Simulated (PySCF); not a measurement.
A run for PySCF: D3(BJ) and D4 dispersion corrections on BiF2HTe (SMILES [F][Bi]([F])[TeH]), a point of a torsion scan.

```python
from pyscf import gto
from pyscf.dispersion import dftd3, dftd4

mol = gto.M(
    atom='''
    F    -1.22037928    1.63313706    0.39223319
    Bi   -0.72910006    0.02226056   -0.79811183
    F    -1.70279417   -1.39317381    0.36371952
    Te    1.58009214   -0.27827200    0.62014506
    H     1.22301278    0.98951954    1.58197762
    ''',
    basis='def2-svp',
    charge=0, spin=0, verbose=0, max_memory=1800)
d3, d4 = {}, {}
for xc in ['hf', 'pbe', 'blyp', 'revpbe', 'tpss', 'r2scan', 'b3lyp', 'pbe0', 'bhlyp', 'camb3lyp', 'b2plyp']:
    d3[xc] = float(dftd3.DFTD3Dispersion(mol, xc=xc, version='d3bj', atm=False).get_dispersion()['energy'])
    print(f'D3(BJ) {xc:10s} {d3[xc]:14.8f} Eh')
for xc in ['hf', 'pbe', 'blyp', 'revpbe', 'tpss', 'r2scan', 'b3lyp', 'pbe0', 'bhlyp', 'camb3lyp', 'b2plyp']:
    d4[xc] = float(dftd4.DFTD4Dispersion(mol, xc={'camb3lyp': 'cam-b3lyp'}.get(xc, xc), atm=True).get_dispersion()['energy'])
    print(f'D4     {xc:10s} {d4[xc]:14.8f} Eh')
```

Output:

```
D3(BJ) hf            -0.03973015 Eh
D3(BJ) pbe           -0.00459457 Eh
D3(BJ) blyp          -0.01132062 Eh
D3(BJ) revpbe        -0.01009535 Eh
D3(BJ) tpss          -0.00624436 Eh
D3(BJ) r2scan        -0.00123281 Eh
D3(BJ) b3lyp         -0.00972866 Eh
D3(BJ) pbe0          -0.00448079 Eh
D3(BJ) bhlyp         -0.00971976 Eh
D3(BJ) camb3lyp      -0.00502179 Eh
D3(BJ) b2plyp        -0.00566944 Eh
D4     hf            -0.01661695 Eh
D4     pbe           -0.00558567 Eh
D4     blyp          -0.01165166 Eh
D4     revpbe        -0.01240382 Eh
D4     tpss          -0.00739188 Eh
D4     r2scan        -0.00113473 Eh
D4     b3lyp         -0.00926345 Eh
D4     pbe0          -0.00476823 Eh
D4     bhlyp         -0.00953027 Eh
D4     camb3lyp      -0.00503976 Eh
D4     b2plyp        -0.00379856 Eh
```

The run finished.

Cost: around 0.020 core-seconds (rough).
